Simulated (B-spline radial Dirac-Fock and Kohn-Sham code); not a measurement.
**X-ray form factors of strontium in several charge states**

Method: relativistic Hartree-Fock (Dirac-Fock) wave functions, averaged over the configuration. Computed with a radial finite-basis atomic code.

Configurations: Sr³³⁺ [He] 2s2 2p1; Sr³⁵⁺ [He] 2s1; Sr³⁶⁺ 1s2; Sr³⁷⁺ 1s1. The first column is f₀ of Sr³³⁺, the others are differences from it.

```
s (Å⁻¹)  Sr³³⁺  Δ Sr³⁵⁺  Δ Sr³⁶⁺  Δ Sr³⁷⁺
      0  5.000   -2.000   -3.000   -4.000
   0.05  4.998   -1.999   -2.998   -3.998
    0.1  4.994   -1.996   -2.994   -3.994
   0.15  4.985   -1.991   -2.986   -3.986
    0.2  4.974   -1.984   -2.975   -3.975
   0.25  4.960   -1.975   -2.962   -3.961
    0.3  4.942   -1.964   -2.945   -3.943
   0.35  4.921   -1.951   -2.925   -3.923
    0.4  4.898   -1.937   -2.902   -3.900
   0.45  4.871   -1.920   -2.877   -3.874
    0.5  4.842   -1.902   -2.849   -3.845
    0.6  4.775   -1.861   -2.785   -3.780
    0.7  4.697   -1.813   -2.712   -3.704
    0.8  4.610   -1.759   -2.629   -3.620
    0.9  4.515   -1.701   -2.539   -3.527
      1  4.413   -1.638   -2.442   -3.427
    1.1  4.304   -1.571   -2.339   -3.321
    1.2  4.189   -1.501   -2.232   -3.210
    1.4  3.950   -1.355   -2.007   -2.978
    1.6  3.702   -1.205   -1.776   -2.738
```
